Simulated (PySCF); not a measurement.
## Computed structure and properties of [Lu(H2O)9]3+

System: [Lu(H2O)9]3+ (singlet in the valence; each metal's 4f electrons, 14 of them, lie in its core potential, out of spins and levels; a saddle point, relaxed within its symmetry); start: template (D3h). Method: PySCF 2.14.0, RKS PBE0, Lu lcecp-1-SVP with ECP60, O def2-SVP, H def2-SVP; non-relativistic Hamiltonian with scalar-relativistic core potentials where named; density fitting; no spin-orbit coupling.

Input of the relaxation:

```python
mol = gto.M(atom='''
Lu    -0.00000     0.00000     0.00000
O      1.71950     0.00003     1.73820
H      1.58701     0.00003     2.69910
H      2.68189     0.00005     1.61610
O     -0.85978     1.48911     1.73820
H     -0.79353     1.37438     2.69910
H     -1.34098     2.32256     1.61610
O     -0.85972    -1.48914     1.73820
H     -0.79348    -1.37440     2.69910
H     -1.34090    -2.32261     1.61610
O      1.71950     0.00003    -1.73820
H      2.68189     0.00005    -1.61610
H      1.58701     0.00003    -2.69910
O     -0.85978     1.48911    -1.73820
H     -1.34098     2.32256    -1.61610
H     -0.79353     1.37438    -2.69910
O     -0.85972    -1.48914    -1.73820
H     -1.34090    -2.32261    -1.61610
H     -0.79348    -1.37440    -2.69910
O      1.22245     2.11744     0.00000
H      1.51746     2.62842     0.77000
H      1.51746     2.62842    -0.77000
O     -2.44498    -0.00004    -0.00000
H     -3.03501    -0.00005     0.77000
H     -3.03501    -0.00005    -0.77000
O      1.22253    -2.11739    -0.00000
H      1.51755    -2.62837     0.77000
H      1.51755    -2.62837    -0.77000''',
    basis={'Lu': 'lcecp-1-SVP', 'O': 'def2-SVP', 'H': 'def2-SVP'},
    ecp={'Lu': 'lcecp-1-SVP'},
    charge=3, spin=0)
mf = dft.RKS(mol, xc='PBE0')
mf.grids.atom_grid = (50, 194)  # f atoms: unpruned, at least (60, 302)
mf = mf.density_fit()  # fitting sets: Lu AutoAux, O def2-universal-JKFIT, H def2-universal-JKFIT
mf.conv_tol = 1e-08; mf.max_cycle = 55
mf.kernel(dm0)  # dm0: converged density of the start geometry
# quasi-Newton relaxation in Cartesian coordinates to a largest gradient under 0.00045 Eh/bohr, steps kept in the point group
```

Run from Python with OMP_NUM_THREADS=4; the lines above give its settings. Where DIIS fails, smearing, a level shift and second-order steps follow.
It took 5.9 min on 4 threads of Intel(R) Xeon(R) Platinum 8259CL CPU @ 2.50GHz (Skylake/Cascade Lake), with other jobs on the host, from the converged density of the start.

Course of the relaxation:

| step | energy above end (eV) | largest force component within the symmetry (eV/Å) |
| --- | --- | --- |
| 0 | 0.0840 | 0.289 |
| 1 | 0.0551 | 0.130 |
| 2 | 0.0166 | 0.143 |
| 3 | 0.0055 | 0.131 |
| 4 | 0.0017 | 0.056 |
| 5 | 0.0010 | 0.013 |
| 6 | 0.0005 | 0.017 |
| 7 | 0.0002 | 0.021 |
| 8 | 0.0000 | 0.012 |
| 9 | 0.0000 | 0.003 |

Relaxed geometry (D3h):

```xyz
28

Lu    0.0000    0.0000    0.0000
O     1.7051    0.0000    1.7696
H     1.6547    0.0000    2.7375
H     2.6575    0.0001    1.5843
O    -0.8526    1.4766    1.7696
H    -0.8274    1.4330    2.7375
H    -1.3288    2.3014    1.5843
O    -0.8525   -1.4767    1.7696
H    -0.8273   -1.4330    2.7375
H    -1.3287   -2.3015    1.5843
O     1.7051    0.0000   -1.7696
H     2.6575    0.0001   -1.5843
H     1.6547    0.0000   -2.7375
O    -0.8526    1.4766   -1.7696
H    -1.3288    2.3014   -1.5843
H    -0.8274    1.4330   -2.7375
O    -0.8525   -1.4767   -1.7696
H    -1.3287   -2.3015   -1.5843
H    -0.8273   -1.4330   -2.7375
O     1.1884    2.0584    0.0000
H     1.4782    2.5604    0.7763
H     1.4782    2.5604   -0.7763
O    -2.3768    0.0000    0.0000
H    -2.9564   -0.0001    0.7763
H    -2.9564   -0.0001   -0.7763
O     1.1884   -2.0584    0.0000
H     1.4783   -2.5603    0.7763
H     1.4783   -2.5603   -0.7763
```

```csv
contact,Å
Lu1–O2 (H2O),2.457
Lu1–O5 (H2O),2.457
Lu1–O8 (H2O),2.457
Lu1–O11 (H2O),2.457
Lu1–O14 (H2O),2.457
Lu1–O17 (H2O),2.457
Lu1–O20 (H2O),2.377
Lu1–O23 (H2O),2.377
Lu1–O26 (H2O),2.377
```

On the finer grid (75, 302):

The HOMO is -20.12 eV, the LUMO is -10.78 eV and the dipole about the centre of mass is 0.00 D. The set of Mulliken populations of Lu1 outside the core potential is s 2.33, p 6.58, d 1.34, f 0.05 and the D3(BJ) dispersion energy (not in the energies) is -0.609 eV.

```tsv
atom	Mulliken (e)	Löwdin (e)	spin (e)
Lu1	0.70	0.37	0.00
O2	-0.28	-0.01	0.00
H3	0.26	0.15	0.00
H4	0.27	0.15	0.00
O5	-0.28	-0.01	0.00
H6	0.26	0.15	0.00
H7	0.27	0.15	0.00
O8	-0.28	-0.01	0.00
H9	0.26	0.15	0.00
H10	0.27	0.15	0.00
O11	-0.28	-0.01	0.00
H12	0.27	0.15	0.00
H13	0.26	0.15	0.00
O14	-0.28	-0.01	0.00
H15	0.27	0.15	0.00
H16	0.26	0.15	0.00
O17	-0.28	-0.01	0.00
H18	0.27	0.15	0.00
H19	0.26	0.15	0.00
O20	-0.27	0.01	0.00
H21	0.27	0.15	0.00
H22	0.27	0.15	0.00
O23	-0.27	0.01	0.00
H24	0.27	0.15	0.00
H25	0.27	0.15	0.00
O26	-0.27	0.01	0.00
H27	0.27	0.15	0.00
H28	0.27	0.15	0.00
```

The 4f levels lie in the core potential and are missing.

On the grid (50, 194), as all that follows. Harmonic modes: 7 unstable, so a saddle point once the symmetry is let go (counted below −25 cm⁻¹); lowest -342 cm⁻¹ (negative: unstable), highest 3890 cm⁻¹, zero-point energy 6.075 eV.

Taking off one H2O (charge 0, singlet; the rest: singlet) in vacuum, both parts rigid, costs 1.73 eV; the small basis without counterpoise inflates it. Parting with an electron moved from the ligand to the metal can be far cheaper, even downhill.

One start shape was tried, so this needn't be the lowest isomer.

An lcecp potential fixes the number of 4f electrons, so in runs with it no electron can move into or out of that shell.
